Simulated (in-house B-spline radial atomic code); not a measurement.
A radial electron density 4πr²n(r) was computed for an atom or ion in its tabulated ground configuration with a B-spline radial code for spherical atoms; method: non-relativistic r2SCAN0, spin-polarised, spherical fractional occupations, exact exchange averaged over the configuration. Columns: r (bohr), 4πr²n(r) (electrons per bohr), bar.

```
 0.00206     1.15 #
 0.00252     1.67 ##
 0.00309    2.418 ##
 0.00379    3.473 ###
 0.00465     4.94 #####
  0.0057    6.926 ######
 0.00698    9.547 #########
 0.00856    12.94 ############
  0.0105    17.14 ################
  0.0129    22.11 #####################
  0.0158    27.44 #########################
  0.0193    32.63 ##############################
  0.0237    37.08 ##################################
  0.0291    39.77 #####################################
  0.0356    40.04 #####################################
  0.0437    37.99 ###################################
  0.0535    34.86 ################################
  0.0656     32.8 ##############################
  0.0805    34.01 ################################
  0.0986    38.85 ####################################
   0.121    44.86 ##########################################
   0.148    47.36 ############################################
   0.182    43.16 ########################################
   0.223    34.07 ################################
   0.273    26.25 ########################
   0.335    24.81 #######################
    0.41    28.53 ###########################
   0.503    30.92 #############################
   0.617    27.25 #########################
   0.756    19.05 ##################
   0.927    10.89 ##########
    1.14    5.751 #####
    1.39    3.741 ###
    1.71    3.054 ###
    2.09    2.527 ##
    2.57    1.765 ##
    3.15    0.992 #
    3.86   0.4348 
    4.73   0.1432 
     5.8  0.03383 
    7.11 0.005472 
    8.71 0.0005701
```

(1) Which atom or ion is it?
A. Ge
B. Ga
C. As
D. Se

## Answers

(1) C. The area under the curve, ∫4πr²n dr = ∫r·4πr²n d(ln r) on this logarithmic grid, is 33 electrons, which only this option has. The configuration is [Ar] 3d10 4s2 4p3.
